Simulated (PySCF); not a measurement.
This PySCF input asks for the NMR shieldings of SMILES C[C@@]([SiH3])(Cl)CO[SiH3], C3H11ClOSi2; the geometry comes from GFN2-xTB.

```python
import basis_set_exchange as bse
import numpy as np
from pyscf import gto, dft
from pyscf.prop import nmr

atoms = """
C    -1.275686   -0.648462   -1.467806
C    -1.019564   -0.625346    0.025706
Si   -1.522336    1.034400    0.857005
Cl   -1.973433   -1.946222    0.779879
C     0.446522   -0.858479    0.344031
O     1.065136    0.394220    0.296992
Si    2.651579    0.724289    0.165095
H    -2.323216   -0.448213   -1.681641
H    -1.012973   -1.615947   -1.896902
H    -0.667782    0.121127   -1.940017
H    -2.986831    1.038396    0.852475
H    -1.019000    2.155244    0.070953
H    -1.016138    1.019914    2.224735
H     0.558056   -1.277372    1.351294
H     0.916953   -1.551326   -0.364793
H     3.402696    0.199651    1.309038
H     2.576670    2.174251    0.118259
H     3.190589    0.116191   -1.055958
"""
names = dict.fromkeys(["C", "Si", "Cl", "O", "H"], "pcSseg-1")
basis = {el: gto.basis.parse(bse.get_basis(n, elements=[el], fmt="nwchem")) for el, n in names.items()}
mol = gto.M(atom=atoms, basis=basis, charge=0, verbose=0)
mf = dft.RKS(mol, xc="PBE0")
mf.grids.level = 2
mf.grids.alignment = dft.numint.BLKSIZE   # the property module wants whole blocks of grid points
mf.conv_tol = 1e-9
mf.kernel()

calc = nmr.RKS(mf)   # GIAO
C = mf.mo_coeff
Co = C[:, mf.mo_occ > 0]
resp = mf.gen_response(singlet=True, hermi=2)
def vind(x):   # induced exchange potential for any number of trial vectors
    d = np.einsum("pi,xij,qj->xpq", C, 2 * x.reshape(-1, C.shape[1], Co.shape[1]), Co, optimize=True)
    return np.einsum("xpq,pi,qj->xij", resp(d - d.transpose(0, 2, 1)), C, Co, optimize=True).ravel()
mo1, _ = nmr.rhf.solve_mo1(calc, with_cphf=vind)
sigma = calc.kernel(mo1)
for i, s in enumerate(sigma):   # ppm
    w = np.linalg.eigvalsh((s + s.T) / 2)
    print("%2d %-2s iso %8.1f  s11 %8.1f  s22 %8.1f  s33 %8.1f" % (i, mol.atom_pure_symbol(i), w.mean(), *w))
```

Q: What are the results?

A: 
```
 0 C  iso    157.4  s11    141.5  s22    146.9  s33    183.6
 1 C  iso    128.2  s11    105.4  s22    111.1  s33    168.2
 2 Si iso    403.1  s11    372.6  s22    380.2  s33    456.5
 3 Cl iso    759.6  s11    537.8  s22    702.9  s33   1038.0
 4 C  iso    107.4  s11     83.5  s22     98.9  s33    139.8
 5 O  iso    307.5  s11    274.7  s22    304.6  s33    343.3
 6 Si iso    384.8  s11    338.5  s22    346.9  s33    469.1
 7 H  iso     29.9  s11     25.8  s22     27.9  s33     36.1
 8 H  iso     30.2  s11     26.7  s22     27.7  s33     36.2
 9 H  iso     29.9  s11     25.4  s22     28.3  s33     36.1
10 H  iso     27.9  s11     24.4  s22     26.4  s33     32.8
11 H  iso     27.5  s11     23.6  s22     26.5  s33     32.6
12 H  iso     27.7  s11     24.7  s22     25.9  s33     32.7
13 H  iso     27.6  s11     22.5  s22     29.9  s33     30.4
14 H  iso     28.1  s11     24.1  s22     29.6  s33     30.5
15 H  iso     26.8  s11     23.3  s22     24.9  s33     32.3
16 H  iso     26.8  s11     22.8  s22     25.5  s33     32.3
17 H  iso     26.8  s11     23.2  s22     25.3  s33     31.9
```

These numbers come from an equivalent density-fitted implementation of the same equations, which agrees with the script to about 0.01 ppm for H and up to a few tenths of a ppm for heavy atoms, so last digits may differ.

Q: Turn these shieldings into chemical shifts. Referencing at the same level of theory: $^{13}$C (σref 186.93) and $^{29}$Si (σref 349.16) and $^{1}$H (σref 31.72) against TMS; $^{35}$Cl (σref 949.78) against HCl; $^{17}$O (σref 336.08) against H2O.

A: Averaging equivalent atoms: C 4: 79.5; C 1: 58.7; C 0: 29.6; Si 6: -35.7; Si 2: -53.9; Cl 3: 190; O 5: 28.6; H 15/16/17: 4.89; H 13: 4.11; H 10/11/12: 3.99; H 14: 3.63; H 7/8/9: 1.70 ppm. Experimental scales use liquid or dissolved standards, which lie at an offset from isolated H2O (liquid H2O: subtract about 36 ppm).

Size and cost of the density-fitted run: 195 basis functions, 80 s wall time on 1 thread of an Arm Neoverse N1, shared host; peak memory 0.99 GiB.
